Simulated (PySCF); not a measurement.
Species, as SMILES: NB(F)F.
Geometry (B3LYP-D3(BJ)/def2-TZVP, fixed):
```
B
F 1 1.3346
F 1 1.3346 2 117.54
N 1 1.3941 2 121.23 3 -180.00
H 4 1.0045 1 122.46 2 0.00
H 4 1.0045 5 115.08 1 180.00
```
Charge 0, spin multiplicity 1.

Basis-set convergence of the mean static polarisability at PBE with PySCF. All functions are spherical. Density fitting with generated auxiliary sets. In sets without p functions on hydrogen, species with hydrogen take exact integrals. Species with rotatable bonds are taken in one conformer. No added dispersion term, no relativity. Reference: the value in d-aug-cc-pVTZ, 26.33 bohr³, itself unsure by roughly 0.5 % (its mean distance from aug-pcseg-2, aug-cc-pVTZ). Deviations are taken from unrounded values.

```json
[
 {"basis": "6-31G*", "functions": "60", "mean static polarisability (bohr³)": "17.85"},
 {"basis": "6-31+G*", "functions": "76", "mean static polarisability (bohr³)": "22.74"},
 {"basis": "cc-pVDZ", "functions": "66", "mean static polarisability (bohr³)": "18.68"},
 {"basis": "aug-cc-pVDZ", "functions": "110", "mean static polarisability (bohr³)": "25.86"},
 {"basis": "def2-SVP", "functions": "66", "mean static polarisability (bohr³)": "18.19"},
 {"basis": "def2-SVPD", "functions": "102", "mean static polarisability (bohr³)": "25.43"},
 {"basis": "pcseg-1", "functions": "66", "mean static polarisability (bohr³)": "18.43"},
 {"basis": "aug-pcseg-1", "functions": "110", "mean static polarisability (bohr³)": "26.10"},
 {"basis": "6-311G**", "functions": "84", "mean static polarisability (bohr³)": "19.35"},
 {"basis": "6-311+G**", "functions": "100", "mean static polarisability (bohr³)": "22.95"},
 {"basis": "def2-TZVP", "functions": "136", "mean static polarisability (bohr³)": "22.90"},
 {"basis": "def2-TZVPD", "functions": "172", "mean static polarisability (bohr³)": "26.08"},
 {"basis": "cc-pVTZ", "functions": "148", "mean static polarisability (bohr³)": "22.12"},
 {"basis": "aug-cc-pVTZ", "functions": "230", "mean static polarisability (bohr³)": "26.20"},
 {"basis": "pcseg-2", "functions": "148", "mean static polarisability (bohr³)": "22.91"},
 {"basis": "aug-pcseg-2", "functions": "230", "mean static polarisability (bohr³)": "26.21"},
 {"basis": "def2-TZVPP", "functions": "152", "mean static polarisability (bohr³)": "23.18"},
 {"basis": "def2-TZVPPD", "functions": "188", "mean static polarisability (bohr³)": "26.10"},
 {"basis": "def2-QZVPP", "functions": "288", "mean static polarisability (bohr³)": "24.81"},
 {"basis": "def2-QZVPPD", "functions": "324", "mean static polarisability (bohr³)": "26.22"}
]
```

What the diffuse functions change, pair by pair:
- 6-31G* to 6-31+G*: 16 more functions, deviation -32.2 to -13.6 %
- cc-pVDZ to aug-cc-pVDZ: 44 more functions, deviation -29.1 to -1.8 %
- def2-SVP to def2-SVPD: 36 more functions, deviation -30.9 to -3.4 %
- pcseg-1 to aug-pcseg-1: 44 more functions, deviation -30.0 to -0.9 %
- 6-311G** to 6-311+G**: 16 more functions, deviation -26.5 to -12.8 %
- def2-TZVP to def2-TZVPD: 36 more functions, deviation -13.0 to -1.0 %
- cc-pVTZ to aug-cc-pVTZ: 82 more functions, deviation -16.0 to -0.5 %
- pcseg-2 to aug-pcseg-2: 82 more functions, deviation -13.0 to -0.5 %
- def2-TZVPP to def2-TZVPPD: 36 more functions, deviation -12.0 to -0.9 %
- def2-QZVPP to def2-QZVPPD: 36 more functions, deviation -5.8 to -0.4 %

They bring the value nearer the reference by more than 0.5 % in 10 of 10 pairs.
